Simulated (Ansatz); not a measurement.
Total energies of Si(OMe)2Cl2 (C₂H₆Cl₂O₂Si) from Ansatz at r2SCAN0-D4/def2-TZVP, gas phase (1 Eh = 27.2114 eV = 2625.5 kJ/mol). The reference geometry is relaxed at r2SCAN-D4/def2-SVP.

```tsv
atom	x (Å)	y (Å)	z (Å)
Si1	0.216	-0.077	0.091
O2	-0.636	1.218	0.586
C3	-0.263	2.112	1.620
H4	-0.156	1.585	2.584
H5	-1.055	2.868	1.715
H6	0.688	2.620	1.382
O7	-0.634	-0.772	-1.111
C8	-0.255	-1.928	-1.836
H9	0.698	-1.769	-2.370
H10	-1.043	-2.140	-2.572
H11	-0.149	-2.800	-1.168
Cl12	0.502	-1.402	1.646
Cl13	2.087	0.486	-0.569
```

```tsv
state	geometry	energy (Eh)
charge 0 singlet	reference	-1440.24807
charge 1 doublet	reference	-1439.85424
free Si atom (triplet)	–	-289.33969
free O atom (triplet)	–	-75.05636
free C atom (triplet)	–	-37.83406
free H atom (doublet)	–	-0.49987
free Cl atom (doublet)	–	-460.11632
```

**Question.** Work out the vertical ionisation energy to the doublet.

**Answer.** E(charge 1 doublet) − E(charge 0 singlet) = -1439.85424 − (-1440.24807) = 0.39383 Eh = 10.72 eV. For comparison, −ε of the highest occupied level is 8.99 eV at this level, 1.73 eV less.

**Question.** What is the binding energy per atom against free atoms?

**Answer.** Atoms: 1 × (-289.33969) + 2 × (-75.05636) + 2 × (-37.83406) + 6 × (-0.49987) + 2 × (-460.11632) = -1438.35239 Eh. Binding: -1438.35239 − (-1440.24807) = 1.89568 Eh = 51.58 eV, or 3.97 eV for each of 13 atoms (no zero-point energy, no counterpoise term).
